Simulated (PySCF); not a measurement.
Candidates: CO₂, CS₂, CSe₂. Level: B3LYP in the def2-TZVP basis family, all electrons, no relativity, computed in PySCF with density fitting; open shells unrestricted.

One of them gave a singlet of D∞h symmetry with wavenumbers 408 (×2), 678, 1561 cm⁻¹ and a HOMO–LUMO gap of 5.42 eV.

**Question.** Which molecule is it?
A. CSe₂
B. CO₂
C. CS₂

**Answer.** C. That is CS₂, with C–S 1.553 Å (×2). The others give CO₂ 1.160 Å and 2412 cm⁻¹ for the highest mode; CSe₂ 1.697 Å and 1321 cm⁻¹ for the highest mode.

Each species is the lowest minimum found with this bonding; other isomers or fragments can lie lower.
